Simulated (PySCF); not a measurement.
NICS in one family of compounds.

Probes without a nucleus sit at each ring's centroid and 1 Å off its mean plane on both sides; NICS is minus the shielding there, NICSzz its component along the normal. Level: GIAO PBE0/pcSseg-1 (PySCF, non-relativistic, gas phase) on the GFN2-xTB geometries, one conformer each. Atom numbers follow the mapped SMILES.

Question: Order these rings by mean NICS(1)zz, lowest (most negative) first (ppm).
A. ring N4–N5–C6–C7–N12 in `[CH:1]#[C:2][CH2:3][n:4]1[n:5][cH:6][c:7]([C:8]([F:9])([F:10])[F:11])[n:12]1`
B. ring C5–C6–N7–N8–N9 in `[F:1][C:2]([F:3])([F:4])[c:5]1[cH:6][n:7][nH:8][n:9]1`
C. ring N3–N4–C5–C6–N11 in `[CH2:1]=[CH:2][n:3]1[n:4][cH:5][c:6]([C:7]([F:8])([F:9])[F:10])[n:11]1`

Answer: B (-35.1), A (-33.0), C (-31.2).

| SMILES | ring | NICS(0) | NICS(1) | NICS(1)zz | HOMA | rms pucker (Å) | ring atoms with four or more neighbours |
| --- | --- | --- | --- | --- | --- | --- | --- |
| FC(F)(F)c1cn[nH]n1 | 5-membered ring with 3 N; formal bonds all aromatic | -14.8 | -13.9 | -35.1 | 0.98 | 0.00 | 0 |
| C#CCn1ncc(C(F)(F)F)n1 | 5-membered ring with 3 N; formal bonds all aromatic | -14.0 | -13.4 | -33.0 | 0.99 | 0.00 | 0 |
| C=Cn1ncc(C(F)(F)F)n1 | 5-membered ring with 3 N; formal bonds all aromatic | -12.7 | -12.9 | -31.2 | 0.98 | 0.00 | 0 |

NICS(0) gives the same order. The isotropic NICS(1) gives the same order. HOMA uses Krygowski's 1993 parameters. NICS(1) and NICS(1)zz are means over the two faces.
